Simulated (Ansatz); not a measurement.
Steps of a relaxation of C₃H₄F₂Si, SMILES `C#C[Si](C)(F)F` with RKS PBE0-D4/def2-TZVP.

```sh
$ ansatz run in.yaml --threads 4 --pin off --events-out ev --progress --plain --max-ram 10444MiB
```

```yaml
crystal:
  periodic: [false, false, false]
  atoms:
    - {symbol: C, position_ang: [2.600984, -0.184410, -0.560022]}
    - {symbol: C, position_ang: [1.385436, -0.017100, -0.605108]}
    - {symbol: Si, position_ang: [-0.426796, 0.212466, -0.612778]}
    - {symbol: C, position_ang: [-1.214366, -0.122836, 1.029810]}
    - {symbol: F, position_ang: [-1.059005, -0.765060, -1.754664]}
    - {symbol: F, position_ang: [-0.745057, 1.737628, -1.093978]}
    - {symbol: H, position_ang: [3.673687, -0.329671, -0.528214]}
    - {symbol: H, position_ang: [-2.311228, 0.028282, 0.977905]}
    - {symbol: H, position_ang: [-1.018216, -1.166606, 1.347162]}
    - {symbol: H, position_ang: [-0.802240, 0.556207, 1.802888]}
basis:
  gaussian: {orbitals: def2-TZVP}
hamiltonian: {xc: pbe0, dispersion: d4}
relax: {f_tol: 0.005, max_steps: 150}
```

Positions (Å) and forces (eV/Å) along the path, 6 of 6 steps:

```xyz
10
step=1 energy=-16481.6657 eV
C     2.601   -0.184   -0.560   -1.624    0.223   -0.055
C     1.385   -0.017   -0.605    1.843   -0.245    0.023
Si   -0.427    0.212   -0.613   -0.605    0.335   -0.985
C    -1.214   -0.123    1.030   -0.105   -0.029    0.156
F    -1.059   -0.765   -1.755    0.563    0.874    1.006
F    -0.745    1.738   -1.094    0.282   -1.354    0.417
H     3.674   -0.330   -0.528   -0.605    0.082   -0.016
H    -2.311    0.028    0.978    0.523   -0.069    0.014
H    -1.018   -1.167    1.347   -0.086    0.492   -0.174
H    -0.802    0.556    1.803   -0.186   -0.310   -0.386
10
step=2 energy=-16481.7576 eV
C     2.578   -0.181   -0.562    0.172   -0.024    0.012
C     1.385   -0.018   -0.604   -0.155    0.019   -0.008
Si   -0.418    0.209   -0.603   -0.455    0.251   -0.736
C    -1.210   -0.122    1.025    0.014   -0.002    0.000
F    -1.042   -0.757   -1.734    0.338    0.512    0.611
F    -0.732    1.716   -1.081    0.172   -0.806    0.262
H     3.639   -0.324   -0.532   -0.151    0.021   -0.005
H    -2.295    0.029    0.967    0.150   -0.018   -0.001
H    -1.018   -1.155    1.338   -0.028    0.138   -0.037
H    -0.804    0.551    1.789   -0.057   -0.091   -0.098
10
step=3 energy=-16481.7821 eV
C     2.571   -0.180   -0.561    0.011   -0.002    0.007
C     1.378   -0.017   -0.604    0.004   -0.004    0.006
Si   -0.420    0.209   -0.605   -0.068    0.026   -0.063
C    -1.206   -0.121    1.019    0.042   -0.002   -0.014
F    -1.035   -0.743   -1.716    0.006   -0.013    0.011
F    -0.729    1.694   -1.072    0.008    0.004    0.016
H     3.627   -0.323   -0.530    0.030   -0.004    0.000
H    -2.285    0.030    0.960   -0.029    0.003    0.002
H    -1.015   -1.150    1.331   -0.003   -0.017    0.015
H    -0.802    0.549    1.780    0.000    0.008    0.021
10
step=4 energy=-16481.7824 eV
C     2.570   -0.181   -0.559    0.001    0.000    0.005
C     1.377   -0.017   -0.605    0.014   -0.002   -0.005
Si   -0.422    0.210   -0.608   -0.024    0.008   -0.019
C    -1.204   -0.121    1.019    0.009    0.000   -0.004
F    -1.037   -0.743   -1.718    0.004   -0.008    0.007
F    -0.730    1.695   -1.074    0.005    0.003    0.009
H     3.627   -0.323   -0.526   -0.001    0.000    0.000
H    -2.284    0.029    0.962   -0.005    0.000    0.004
H    -1.013   -1.150    1.332   -0.002   -0.001    0.001
H    -0.800    0.549    1.781   -0.002    0.000    0.002
10
step=5 energy=-16481.7824 eV
C     2.569   -0.181   -0.557    0.001   -0.001    0.003
C     1.376   -0.017   -0.609   -0.001    0.000    0.000
Si   -0.424    0.211   -0.610    0.000    0.001   -0.005
C    -1.202   -0.121    1.018   -0.002    0.000    0.001
F    -1.040   -0.743   -1.719    0.000   -0.001    0.001
F    -0.732    1.697   -1.074    0.000    0.000    0.001
H     3.625   -0.324   -0.520   -0.001    0.000   -0.002
H    -2.283    0.029    0.965    0.000    0.000   -0.001
H    -1.010   -1.150    1.330    0.002    0.001    0.001
H    -0.796    0.549    1.779    0.001   -0.002    0.000
10
step=6 energy=-16481.7824 eV
C     2.569   -0.181   -0.557    0.000    0.000    0.000
C     1.376   -0.017   -0.609    0.000    0.000    0.000
Si   -0.424    0.211   -0.611    0.000    0.000    0.001
C    -1.202   -0.121    1.018    0.000    0.000   -0.001
F    -1.040   -0.743   -1.719    0.000    0.000    0.000
F    -0.732    1.697   -1.074    0.000    0.000   -0.001
H     3.625   -0.324   -0.520    0.000    0.000    0.000
H    -2.283    0.029    0.965    0.000    0.000    0.001
H    -1.010   -1.150    1.330    0.000    0.000    0.000
H    -0.796    0.549    1.779    0.000    0.000    0.000
```

It took 21 s on 4 threads of an Arm Neoverse V2 on a shared host, with 0.57 GiB of host memory at the peak.
